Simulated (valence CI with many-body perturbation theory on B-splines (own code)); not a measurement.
## Energy levels of Yb65+

Calculated by relativistic CI+MBPT: three valence electrons over a frozen Dirac-Fock core [He], a basis of 11 s, 11 p, 9 d, 7 f, 5 g, 2 h, 1 i functions for each j, with the one-electron correlation potential Σ1 (screened to all orders), the two-electron term Σ2, the three-electron term Σ3, Breit, model QED; selected single and double excitations, second order for the rest (own B-spline code, finite nucleus).

No measured spectrum was set against this ion. As an estimate, large intervals hold to a few tenths of a per cent, small ones and those within an open d or f shell to about a per cent.

Levels 91 to 102 of 102, with energies above the lowest level, (2s^2 2p1/2) J=1/2. "Leading %" is the weight of the configuration and term that name the level; weights of strongly mixed levels are sums over their largest components and can fall short. In the jj column 3d3/2^4 stands for four electrons in 3d with j = 3/2. Lifetimes count E1, E2, E3, M1 and M2 decay at the calculated energies, and are blank where another channel may lead or the interval is too uncertain; long ones can be off by a factor of two.

| No. | Configuration | Term | J | E (× 10³ cm⁻¹) | Leading % | Leading jj | Lifetime | Second component |
| --- | --- | --- | --- | --- | --- | --- | --- | --- |
| 91 | 2p2 3p | 2P° | 1/2 | 91737 | 87 | 2p1/2 2p3/2 3p3/2 (99 %) | 2.77 fs | 8 % 2p2 3p 4D° |
| 92 | 2p2 3d | 2G | 7/2 | 91790 | 54 | 2p1/2 2p3/2 3d3/2 (99 %) | 30.1 fs | 25 % 2p2 3d 2F |
| 93 | 2p2 3d | 2D | 5/2 | 91918 | 37 | 2p1/2 2p3/2 3d3/2 (98 %) | 648 as | 32 % 2p2 3d 2F |
| 94 | 2p2 3d | 2D | 3/2 | 91963 | 47 | 2p1/2 2p3/2 3d3/2 (99 %) | 627 as | 17 % 2p2 3d 2P |
| 95 | 2p2 3d | 2P | 1/2 | 92040 | 38 | 2p1/2 2p3/2 3d3/2 (100 %) | 579 as | 33 % 2p2 3d 4P |
| 96 | 2p2 3d | 4D | 7/2 | 92359 | 46 | 2p1/2 2p3/2 3d5/2 (100 %) | 21.0 fs | 39 % 2p2 3d 4F |
| 97 | 2p2 3d | 2G | 9/2 | 92503 | 64 | 2p1/2 2p3/2 3d5/2 (100 %) | 88.6 fs | 35 % 2p2 3d 4F |
| 98 | 2p2 3d | 2P | 3/2 | 92507 | 39 | 2p1/2 2p3/2 3d5/2 (99 %) | 1.01 fs | 26 % 2p2 3d 4P |
| 99 | 2p2 3d | 2F | 5/2 | 92518 | 44 | 2p1/2 2p3/2 3d5/2 (99 %) | 817 as | 20 % 2p2 3d 4D |
| 100 | 2p2 3d | 2D | 5/2 | 92660 | 59 | 2p1/2 2p3/2 3d5/2 (99 %) | 546 as | 27 % 2p2 3d 4P |
| 101 | 2p2 3d | 2F | 7/2 | 92714 | 70 | 2p1/2 2p3/2 3d5/2 (99 %) | 504 as | 12 % 2p2 3d 2G |
| 102 | 2p2 3d | 2D | 3/2 | 92770 | 57 | 2p1/2 2p3/2 3d5/2 (100 %) | 750 as | 30 % 2p2 3d 2P |
